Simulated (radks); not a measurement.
Results of a calculation; reference values are marked as such.
Isoelectronic series with 37 electrons, each ion in its NIST ground configuration. Code: a radial shooting solver on a logarithmic mesh with Libxc functionals. Model: non-relativistic Kohn-Sham, BLYP, spin-polarised, spherical densities, point nucleus; open shells are filled with parallel spins first (spin-orbit coupling, left out, can overturn this in heavy ions). Total energies (hartree) and orbital eigenvalues (eV) (* marks an orbital that is empty in some or all of the ions):

ion    configuration  E (hartree)     5s up*    4p down      4p up
Rb          [Kr] 5s1  -2940.17342    -2.2798   -15.7113   -15.7629
Sr+         [Kr] 5s1  -3133.20836    -8.4826   -28.8228   -28.9154
Zr3+        [Kr] 4d1  -3539.39626   -24.2398   -58.2642   -59.0046
Nb4+        [Kr] 4d1  -3752.49770   -34.9620   -77.6488   -78.5178
Mo5+        [Kr] 4d1  -3972.22873   -47.0635   -99.0942  -100.0763
Tc6+        [Kr] 4d1  -4198.57874   -60.4755  -122.5109  -123.5958
Ru7+        [Kr] 4d1  -4431.53964   -75.1526  -147.8421  -149.0223
Rh8+        [Kr] 4d1  -4671.10508   -91.0630  -175.0485  -176.3184
Pd9+        [Kr] 4d1  -4917.26989  -108.1829  -204.1010  -205.4563
Ag10+       [Kr] 4d1  -5170.02982  -126.4939  -234.9775  -236.4146
Cd11+       [Kr] 4d1  -5429.38129  -145.9817  -267.6605  -269.1766
In12+       [Kr] 4d1  -5695.32130  -166.6345  -302.1362  -303.7287
Sn13+       [Kr] 4d1  -5967.84726  -188.4430  -338.3930  -340.0599
Sb14+       [Kr] 4d1  -6246.95693  -211.3992  -376.4215  -378.1611
Te15+       [Kr] 4d1  -6532.64838  -235.4964  -416.2137  -418.0245
I16+        [Kr] 4d1  -6824.91991  -260.7291  -457.7629  -459.6435
Xe17+       [Kr] 4d1  -7123.77003  -287.0923  -501.0634  -503.0127
Cs18+       [Kr] 4d1   -7429.1974  -314.5820  -546.1102  -548.1271
